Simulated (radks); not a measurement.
Task: These are the eigenvalues of the occupied orbitals of an atom or ion with whole-number occupations (eV). Method: Dirac Kohn-Sham, BLYP, spin-unpolarised, spherical densities, finite nucleus; Fermi nuclear charge, rms radius of each element as measured or else 0.836 A^(1/3) + 0.57 fm; computed with a radial shooting solver on a logarithmic mesh with Libxc functionals.

| orbital | eigenvalue |
|---|---|
| 1s1/2 | -10248.88 |
| 2s1/2 | -1282.134 |
| 2p1/2 | -1137.465 |
| 2p3/2 | -1109.796 |
| 3s1/2 | -166.3581 |
| 3p1/2 | -119.4954 |
| 3p3/2 | -115.7890 |
| 3d3/2 | -36.9962 |
| 3d5/2 | -36.4989 |
| 4s1/2 | -19.2348 |
| 4p1/2 | -11.1712 |

Which element is it, and in what charge state? The configuration may be excited. Open shells, if any, fill j = l - 1/2 first.

Result: Z = 31, gallium, charge +1: Ga+ in [Ar] 3d9 4s2 4p1. The list shows which subshells hold electrons but not how many an open one holds; the 1s level, -376.64 hartree, gives Z - s = 27.4 by -(Z - s)^2/2, which with screening and relativity narrows Z to a few neighbours, and the depths of the outer levels then fix element, charge and occupations together.
